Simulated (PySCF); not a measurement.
How the method changes the constants of AsP⁺

State: ²Π (doublet), unpaired electrons π ↑. Set-up: PySCF, spin-free X2C with a Gaussian nucleus, basis sets As x2c-SVPall, P x2c-SVPall. De refers to As⁺ + P in their high-spin ground configurations, without counterpoise correction. The functionals are run spin-unrestricted. A positive dipole points towards P; it is taken about the centre of mass and depends on that origin. Levels whose curve was spin-contaminated or gave no clean fit are not listed.

```
      Level  Re (Å)  ωe (cm⁻¹)  De (eV)  μ (D)
        UHF   2.040        636     1.32   1.11
   UHF-CCSD   2.100        540     3.20    n/a
UHF-CCSD(T)   2.118        514     3.48    n/a
        PBE   2.118        521     4.56   1.18
     PBEsol   2.108        529     4.84   1.22
     r²SCAN   2.094        546     4.20   1.19
       PBE0   2.083        562     4.06   1.14
    r²SCAN0   2.071        578     3.82   1.17
       MN15   2.062        579     4.03   1.25
```

(1) Which functional lies closest to UHF-CCSD(T) in De, which farthest, and by how much do they differ from it?

(2) What does a quarter of exact exchange do here, going from PBE to PBE0?

(3) What does the step from GGA to meta-GGA do here, going from PBE to r²SCAN?

Correlated steps freeze 14 core orbitals. Correlated levels converge slowly with the basis: in double zeta they bind strong bonds too weakly, by up to about 1 eV, and carry superposition errors of some tenths. Spin–orbit coupling is left out. For an ion De counts to the pair picked by the measured ionisation energies or electron affinities, which need not be the lowest pair at this level. The state was picked by a PBE0 search and need not be the measured ground state.

The whole job (state search and all levels along the bond) took about 4.9 min on 1 thread of Arm Neoverse N1 (shared host), peak memory 0.59 GiB.

Answers

(1) Closest is r²SCAN0 (-4.7 pm in Re, +12.5 % in ωe, +0.34 eV in De against UHF-CCSD(T) in the same basis), farthest PBEsol (-1.0 pm in Re, +2.9 % in ωe, +1.36 eV in De). CCSD(T) converges more slowly with the basis than the functionals do and binds too weakly in this one, so the order can change at the basis-set limit.

(2) PBE0 less PBE: -3.5 pm in Re, +7.9 % in ωe, -0.50 eV in De. Exact exchange removes part of the self-interaction that spreads semilocal densities, and in most molecules shortens and stiffens the bond and lowers De; so it does here.

(3) r²SCAN less PBE: -2.4 pm in Re, +4.8 % in ωe, -0.36 eV in De.
